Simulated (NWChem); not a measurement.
C2H8Si; SMILES C[SiH2]C

Computed with NWChem. The level has its own optimisation; frequencies are unscaled.

Task: What does the run give for Hartree-Fock/STO-3G? Quantities: r C–Si (Å); r H–Si (Å); r C–H (Å); highest harmonic frequency (cm⁻¹); lowest (cm⁻¹); zero-point energy (kcal/mol); dipole (D).

Result: 
```yaml
r C–Si (Å): 1.862
r H–Si (Å): 1.424
r C–H (Å): 1.082
highest harmonic frequency (cm⁻¹): 3751
lowest (cm⁻¹): 148
zero-point energy (kcal/mol): 70.1
dipole (D): 0.06
```
